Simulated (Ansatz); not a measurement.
Steps of a relaxation of `CCO[CH]([GaH2])O[SiH3]` with RKS PBE0-D4/def2-TZVP.

```sh
$ ansatz run in.yaml --threads 2 --pin off --events-out ev --progress --plain --max-ram 22528MiB --backend cuda --devices 0, --max-vram 18GiB
```

```yaml
crystal:
  periodic: [false, false, false]
  atoms:
    - {symbol: C, position_ang: [-2.411490, -0.317930, 0.048730]}
    - {symbol: C, position_ang: [-1.329160, 0.598800, -0.505550]}
    - {symbol: O, position_ang: [-0.255720, -0.137320, -1.098870]}
    - {symbol: C, position_ang: [0.696430, -0.756350, -0.214860]}
    - {symbol: Ga, position_ang: [1.583050, -0.766210, -2.010640]}
    - {symbol: O, position_ang: [1.530980, 0.266940, 0.305620]}
    - {symbol: Si, position_ang: [1.700580, 0.635890, 1.883840]}
    - {symbol: H, position_ang: [-2.747750, -1.001210, -0.727370]}
    - {symbol: H, position_ang: [-2.040960, -0.900010, 0.888700]}
    - {symbol: H, position_ang: [-3.254810, 0.278000, 0.386590]}
    - {symbol: H, position_ang: [-1.734980, 1.214040, -1.312470]}
    - {symbol: H, position_ang: [-0.933630, 1.257290, 0.275260]}
    - {symbol: H, position_ang: [0.193790, -1.297760, 0.590610]}
    - {symbol: H, position_ang: [0.870460, -1.349330, -3.276780]}
    - {symbol: H, position_ang: [2.913850, 0.047840, -2.092850]}
    - {symbol: H, position_ang: [2.485900, 1.854060, 1.783300]}
    - {symbol: H, position_ang: [2.356860, -0.470820, 2.585760]}
    - {symbol: H, position_ang: [0.376590, 0.844080, 2.490990]}
basis:
  gaussian: {orbitals: def2-TZVP}
hamiltonian: {xc: pbe0, dispersion: d4}
relax: {f_tol: 0.005, max_steps: 150}
```

Positions (Å) and forces (eV/Å) along the path, 9 of 97 steps:

```xyz
18
step=1 energy=-67623.9541 eV
C    -2.411   -0.318    0.049    0.527    0.188   -0.286
C    -1.329    0.599   -0.506   -0.224    0.074   -0.044
O    -0.256   -0.137   -1.099   -0.525    0.088    0.841
C     0.696   -0.756   -0.215    0.526    0.634   -0.884
Ga    1.583   -0.766   -2.011    0.123   -0.753   -0.485
O     1.531    0.267    0.306   -0.637   -0.103    0.140
Si    1.701    0.636    1.884   -0.094   -0.043   -0.243
H    -2.748   -1.001   -0.727   -0.094   -0.087   -0.073
H    -2.041   -0.900    0.889   -0.014   -0.094    0.151
H    -3.255    0.278    0.387   -0.135    0.081    0.092
H    -1.735    1.214   -1.312    0.040    0.045    0.075
H    -0.934    1.257    0.275    0.001    0.041   -0.079
H     0.194   -1.298    0.591    0.113   -0.366   -0.229
H     0.870   -1.349   -3.277    0.035   -0.184   -0.031
H     2.914    0.048   -2.093    0.026    0.074    0.036
H     2.486    1.854    1.783    0.352    0.465    0.408
H     2.357   -0.471    2.586    0.266   -0.179    0.336
H     0.377    0.844    2.491   -0.288    0.120    0.275
18
step=18 energy=-67624.6003 eV
C    -2.358   -0.257    0.056    0.006   -0.003   -0.002
C    -1.438    0.833   -0.447    0.006   -0.009    0.005
O    -0.342    0.331   -1.206    0.011   -0.002    0.006
C     0.690   -0.276   -0.481    0.000    0.006   -0.007
Ga    1.729   -1.016   -2.030   -0.019   -0.002    0.012
O     1.395    0.687    0.283   -0.012   -0.030    0.079
Si    1.622    0.522    1.907   -0.009   -0.005   -0.051
H    -2.738   -0.856   -0.775    0.004    0.005    0.004
H    -1.857   -0.923    0.762   -0.004    0.007   -0.008
H    -3.209    0.189    0.576    0.000   -0.001   -0.001
H    -1.971    1.500   -1.127    0.000   -0.001    0.004
H    -1.058    1.443    0.380   -0.002   -0.001   -0.004
H     0.277   -1.043    0.196    0.006    0.011   -0.007
H     1.464   -2.494   -2.496    0.001    0.001    0.000
H     2.720   -0.071   -2.789    0.006    0.004   -0.002
H     2.259    1.773    2.379   -0.009   -0.017   -0.004
H     2.500   -0.643    2.215   -0.016    0.031   -0.007
H     0.316    0.300    2.596    0.031    0.006   -0.018
18
step=29 energy=-67624.6021 eV
C    -2.443   -0.269   -0.079    0.004   -0.001   -0.003
C    -1.473    0.834   -0.438   -0.005    0.000    0.004
O    -0.347    0.353   -1.169    0.000    0.001   -0.002
C     0.663   -0.248   -0.410    0.000    0.000   -0.001
Ga    1.682   -1.054   -1.938    0.003   -0.003   -0.002
O     1.357    0.733    0.335    0.003    0.003    0.013
Si    1.766    0.546    1.916   -0.005    0.007   -0.021
H    -2.797   -0.778   -0.978    0.001    0.002    0.004
H    -1.989   -1.011    0.581   -0.001    0.003   -0.002
H    -3.308    0.150    0.442    0.000   -0.001   -0.001
H    -1.949    1.568   -1.091    0.002   -0.002    0.002
H    -1.124    1.364    0.454   -0.001   -0.002   -0.003
H     0.226   -0.984    0.286   -0.002   -0.002    0.003
H     1.327   -2.514   -2.400    0.001    0.001    0.001
H     2.737   -0.176   -2.693   -0.001    0.000    0.000
H     2.239    1.864    2.396    0.003    0.008    0.002
H     2.847   -0.465    2.084    0.007   -0.011    0.001
H     0.585    0.087    2.700   -0.007   -0.004    0.006
18
step=47 energy=-67624.6070 eV
C    -2.568   -0.271   -0.244   -0.016   -0.006   -0.011
C    -1.592    0.849   -0.518   -0.024    0.020   -0.013
O    -0.390    0.384   -1.129   -0.002   -0.051    0.038
C     0.536   -0.196   -0.257    0.070    0.030   -0.010
Ga    1.681   -1.035   -1.682    0.001   -0.005    0.031
O     1.120    0.818    0.538    0.037   -0.034    0.009
Si    2.012    0.505    1.881   -0.046    0.050   -0.015
H    -2.819   -0.800   -1.166   -0.008    0.013   -0.001
H    -2.163   -0.996    0.466    0.004   -0.003    0.011
H    -3.488    0.130    0.188   -0.006    0.003   -0.007
H    -2.016    1.568   -1.223   -0.003   -0.012   -0.006
H    -1.338    1.395    0.396    0.000    0.000    0.012
H     0.038   -0.921    0.408   -0.011    0.021   -0.008
H     1.347   -2.502   -2.136   -0.002    0.005   -0.010
H     2.791   -0.177   -2.380   -0.005    0.005    0.005
H     2.481    1.814    2.388    0.011   -0.023    0.001
H     3.174   -0.375    1.559   -0.004    0.001   -0.025
H     1.192   -0.190    2.913    0.003   -0.014    0.000
18
step=65 energy=-67624.6994 eV
C    -2.777   -0.194   -0.566    0.005   -0.010    0.001
C    -1.740    0.903   -0.467    0.003    0.015   -0.014
O    -0.463    0.485   -0.943   -0.024   -0.022   -0.028
C     0.299   -0.214   -0.028   -0.015    0.093    0.091
Ga    1.860   -0.996   -1.060    0.087   -0.057   -0.018
O     0.764    0.697    0.998   -0.009   -0.043   -0.024
Si    2.237    0.413    1.629    0.059   -0.017    0.032
H    -2.878   -0.535   -1.599    0.002    0.003    0.009
H    -2.518   -1.055    0.057   -0.001    0.016   -0.011
H    -3.747    0.177   -0.228   -0.005   -0.004   -0.001
H    -2.021    1.750   -1.096    0.002   -0.007    0.011
H    -1.641    1.271    0.559   -0.008   -0.004   -0.002
H    -0.311   -0.964    0.495   -0.009   -0.010   -0.026
H     2.205   -2.526   -0.912   -0.017    0.051   -0.017
H     2.538   -0.086   -2.144   -0.027   -0.029    0.023
H     2.900    1.682    2.011   -0.017   -0.036   -0.008
H     3.056   -0.260    0.530   -0.035    0.025    0.017
H     2.238   -0.547    2.764    0.009    0.036   -0.037
18
step=87 energy=-67624.7438 eV
C    -2.717    0.032   -0.737    0.046   -0.006   -0.005
C    -1.614    0.911   -0.182   -0.050    0.011    0.004
O    -0.326    0.518   -0.648    0.018   -0.025    0.027
C     0.240   -0.551    0.033    0.003    0.031    0.065
Ga    1.860   -1.208   -0.995    0.001   -0.004   -0.021
O     0.641   -0.160    1.367    0.159    0.044   -0.042
Si    2.124    0.521    1.517   -0.080    0.019    0.040
H    -2.704    0.045   -1.830    0.005    0.004    0.060
H    -2.617   -1.005   -0.402   -0.006    0.068   -0.022
H    -3.691    0.395   -0.399    0.002   -0.005   -0.001
H    -1.744    1.944   -0.519    0.008   -0.065    0.024
H    -1.621    0.914    0.915   -0.008   -0.001   -0.056
H    -0.501   -1.344    0.203    0.005    0.022   -0.003
H     2.477   -2.577   -0.530    0.010   -0.007    0.007
H     2.311   -0.501   -2.319    0.003    0.003    0.004
H     2.155    2.006    1.397   -0.012   -0.152    0.013
H     2.949   -0.019    0.352   -0.021    0.009   -0.003
H     2.779    0.078    2.775   -0.082    0.054   -0.090
18
step=95 energy=-67624.7511 eV
C    -2.699    0.094   -0.758    0.000   -0.003   -0.003
C    -1.579    0.884   -0.119    0.005    0.002    0.000
O    -0.300    0.479   -0.601   -0.004   -0.002    0.004
C     0.247   -0.621    0.048    0.001    0.004   -0.005
Ga    1.870   -1.258   -0.993    0.001    0.003    0.002
O     0.661   -0.272    1.385    0.018    0.008   -0.006
Si    2.072    0.550    1.475   -0.013   -0.013    0.002
H    -2.674    0.203   -1.844    0.001   -0.001    0.005
H    -2.631   -0.969   -0.517    0.001    0.005   -0.001
H    -3.667    0.452   -0.397    0.000    0.000    0.000
H    -1.667    1.943   -0.371   -0.002   -0.005    0.002
H    -1.603    0.799    0.973   -0.001    0.000   -0.004
H    -0.508   -1.405    0.196    0.001    0.001    0.001
H     2.550   -2.583   -0.488   -0.002    0.000   -0.001
H     2.280   -0.574   -2.342   -0.002   -0.004    0.004
H     1.970    2.014    1.269   -0.001    0.001   -0.002
H     2.926    0.017    0.329   -0.005    0.004    0.003
H     2.751    0.247    2.754    0.002   -0.001    0.001
18
step=96 energy=-67624.7511 eV
C    -2.699    0.094   -0.758    0.001   -0.002   -0.001
C    -1.579    0.884   -0.120    0.001    0.001    0.000
O    -0.300    0.480   -0.601   -0.001   -0.002    0.004
C     0.247   -0.620    0.048   -0.003    0.002   -0.002
Ga    1.869   -1.258   -0.992    0.001    0.001    0.002
O     0.662   -0.270    1.385    0.010    0.003   -0.006
Si    2.073    0.550    1.476   -0.007   -0.007    0.000
H    -2.673    0.202   -1.845    0.000    0.000    0.003
H    -2.630   -0.970   -0.517    0.000    0.003   -0.001
H    -3.667    0.451   -0.398    0.000    0.000    0.000
H    -1.668    1.943   -0.372   -0.001   -0.003    0.001
H    -1.604    0.799    0.972    0.000    0.000   -0.002
H    -0.507   -1.403    0.196    0.000    0.001    0.000
H     2.549   -2.583   -0.486   -0.002    0.001   -0.001
H     2.279   -0.576   -2.342   -0.001   -0.002    0.002
H     1.971    2.015    1.274    0.000    0.002    0.000
H     2.925    0.020    0.327   -0.002    0.002    0.001
H     2.754    0.243    2.753    0.001    0.001    0.002
18
step=97 energy=-67624.7511 eV
C    -2.699    0.094   -0.760    0.001    0.000    0.000
C    -1.580    0.884   -0.119   -0.001    0.000   -0.001
O    -0.300    0.481   -0.601    0.001   -0.001    0.002
C     0.247   -0.619    0.049   -0.003    0.001    0.000
Ga    1.868   -1.258   -0.992    0.001   -0.001    0.001
O     0.663   -0.270    1.385    0.002   -0.001   -0.004
Si    2.074    0.550    1.476   -0.002    0.002    0.001
H    -2.672    0.203   -1.845    0.000    0.000    0.000
H    -2.629   -0.970   -0.519    0.000    0.000    0.000
H    -3.667    0.451   -0.400    0.000    0.000    0.000
H    -1.669    1.943   -0.370    0.000    0.000    0.000
H    -1.605    0.798    0.972    0.000    0.000    0.000
H    -0.508   -1.402    0.197    0.000    0.001    0.000
H     2.548   -2.582   -0.483    0.000    0.001    0.000
H     2.277   -0.580   -2.344    0.000    0.000    0.000
H     1.971    2.015    1.278    0.001    0.001    0.000
H     2.924    0.024    0.324    0.001   -0.001    0.000
H     2.758    0.240    2.751    0.000    0.000    0.000
```

Hardware: 2 threads of an AMD EPYC 7R13 on a shared host and a share of an NVIDIA H100 80 GB. Wall time 5.1 min, peak host memory 1 GiB.
